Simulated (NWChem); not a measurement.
System: SiH$_{4}$O$_{2}$; SMILES O[SiH2]O

```xyz
7

Si     0.0000     0.0000    -0.4255
O     -1.3853     0.0511     0.4893
O      1.3853    -0.0511     0.4893
H     -0.0651     1.2367    -1.2500
H      0.0651    -1.2367    -1.2500
H     -1.5866    -0.7328     1.0090
H      1.5866     0.7328     1.0090
```
Atoms are numbered in this order, from 1.

Computed with NWChem. Structure relaxed at the PBE0/def2-SVP level. Level: M06-2X/def2-SVP with SMD (1 M gas to 1 M solution), gas-phase geometry. Reactions with the solvent are ignored.

```
solvent          dielectric constant  solvation free energy (kcal/mol)  cavity-dispersion-structure term (kcal/mol)  dipole in solution (D)
---------------  -------------------  --------------------------------  -------------------------------------------  ----------------------
water                           78.4                              -7.8                                          2.4                    1.23
anisole                         4.22                                 ?                                         -0.9                    1.14
tetrahydrofuran                 7.43                              -4.8                                         -1.2                    1.16
cyclohexane                     2.02                              -2.8                                         -0.7                    1.09
ethylene glycol                 40.2                              -7.1                                          3.0                    1.23
```

### Question
Some entries are withheld; supply them.

### Answer

- anisole, solvation free energy (kcal/mol): -4.1
